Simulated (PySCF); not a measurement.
**Working with the constants of RbMg**

ROHF-CCSD(T) constants of RbMg, ²Σ⁺ (doublet), unpaired electrons σ ↑ (basis Rb def2-SVP with ECP28, Mg def2-SVP; scalar-relativistic core potentials; PySCF 2.14; masses 84.9118 and 23.9850 u):

| Property | Result |
| --- | --- |
| ωe | 42.4 cm⁻¹ |
| ωexe | 1.44 cm⁻¹ |
| Be | 0.046045 cm⁻¹ |
| αe | 0.00131 cm⁻¹ |
| D (centrifugal) | 2.17e-07 cm⁻¹ |
| De to Rb + Mg | 0.064 eV |

(1) Give the vibrational terms G(v) and spacings up to v = 3.

(2) How well does the Morse estimate ωe²/(4ωexe) reproduce De, and what is D0?

Correlated steps freeze 1 core orbital. The bond is weak. Basis-set superposition, not corrected here, can be much of De in a small basis, most of all at correlated wavefunction levels. Spin–orbit coupling is left out. The state is the lowest determinant that a PBE0 search found; another state may lie lower at other levels.

## Answers

(1) G(v) = ωe(v+½) − ωexe(v+½)².

```json
{"v": "0", "G(v) (cm⁻¹)": "20.8", "G(v) − G(v−1)": "", "Bv (cm⁻¹)": "0.04539"}
{"v": "1", "G(v) (cm⁻¹)": "60.4", "G(v) − G(v−1)": "39.5", "Bv (cm⁻¹)": "0.04408"}
{"v": "2", "G(v) (cm⁻¹)": "97.0", "G(v) − G(v−1)": "36.6", "Bv (cm⁻¹)": "0.04277"}
{"v": "3", "G(v) (cm⁻¹)": "130.8", "G(v) − G(v−1)": "33.8", "Bv (cm⁻¹)": "0.04146"}
```

(2) It gives 0.039 eV, 60 % of the computed De. D0 = De − G(0) = 0.064 − 0.003 = 0.061 eV.
